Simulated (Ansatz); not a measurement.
arsine (H₃As), singlet, at a GFN2-xTB geometry; SVWN5/6-31G** in Ansatz (an electronic-structure program).

Ansatz was given this input:
Ansatz 0.2 input:
```yaml
crystal:
  periodic: [false, false, false]
  atoms:
    - {symbol: As, position_ang: [-0.00123121, -0.00060623, 0.07288246]}
    - {symbol: H, position_ang: [-0.69200338, -0.98039395, -0.82183632]}
    - {symbol: H, position_ang: [-0.48849801, 1.11140736, -0.80099893]}
    - {symbol: H, position_ang: [1.22113139, -0.11100767, -0.78228597]}
basis:
  gaussian:
    orbitals: 6-31G__.json
    final_grid: {core_spheres: 4, valence_spheres: 8, degree: 17}
hamiltonian:
  xc: {name: SVWN5}
```
The basis file holds 6-31G** in the JSON format of the Basis Set Exchange.

**Question.** Write the output that Ansatz gives for this input, abridged.

**Answer.** 
```
Functional definition: SVWN5
541 factors; their error is unknown
mean field evaluation 1: about -60791.5530 eV, gradient 1.6e1 eV
mean field evaluation 2: about -60791.9026 eV, gradient 9.5e0 eV
mean field evaluation 4: about -60792.1013 eV, gradient 6.6e-1 eV
mean field evaluation 8: about -60792.0475 eV, gradient 5.4e-3 eV
mean field -60792.04750941 eV, -2234.0665396409 hartree, gradient 2.8e-5 eV, S^2 0.000000; 0 other end points of the search recorded, 0 dependent functions left out
reference -60792.04753427 eV, -2234.0665405546 hartree; 18, 18 occupied and 32, 32 virtual orbitals, 541 factors
Total energy: -60792.04753427 eV, -2234.0665405546 hartree
```
